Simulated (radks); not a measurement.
Values are calculated unless marked as measured or tabulated.
Removal energies from the caesium ion Cs3+, [Kr] 4d10 5s2 5p4, by Delta-SCF beside the eigenvalue of the level emptied. Level of theory: scalar-relativistic Kohn-Sham, LDA (Slater exchange, Perdew-Wang correlation), spin-polarised, spherical densities, finite nucleus; Fermi nuclear charge, rms radius of each element as measured or else 0.836 A^(1/3) + 0.57 fm (a radial shooting solver on a logarithmic mesh with Libxc functionals). Open shells are filled with parallel spins first.

removed from,final configuration,Delta-SCF (eV),-eigenvalue (eV)
5p,[Kr] 4d10 5s2 5p3,44.266,38.951
5s,[Kr] 4d10 5s1 5p4,59.481,53.491
4d,[Kr] 4d9 5s2 5p4,114.00,103.70
4p,[Ar] 3d10 4s2 4p5 4d10 5s2 5p4,201.20,190.11
